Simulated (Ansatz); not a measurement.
Caution, from a PySCF single point (TPSSh-D3(BJ)/def2-TZVPD) at this geometry: the highest occupied level lies above zero, so the state may not be bound.

A geometry relaxed with B3LYP-D3(BJ)/def2-TZVPD (Ansatz, a quantum-chemistry and plane-wave program), charge -1, multiplicity 1:

```xyz
7

Si     1.0626     0.3265     0.6335
H     -1.3639    -0.5003     0.7462
H     -1.2798     1.0005    -0.1683
C     -0.7832     0.0354    -0.0139
H     -0.8547    -0.5308    -0.9497
H      1.5555    -1.1286     0.4628
H      1.6634     0.7973    -0.7107
```

Write the SMILES of this molecule.

`C[SiH2-]`
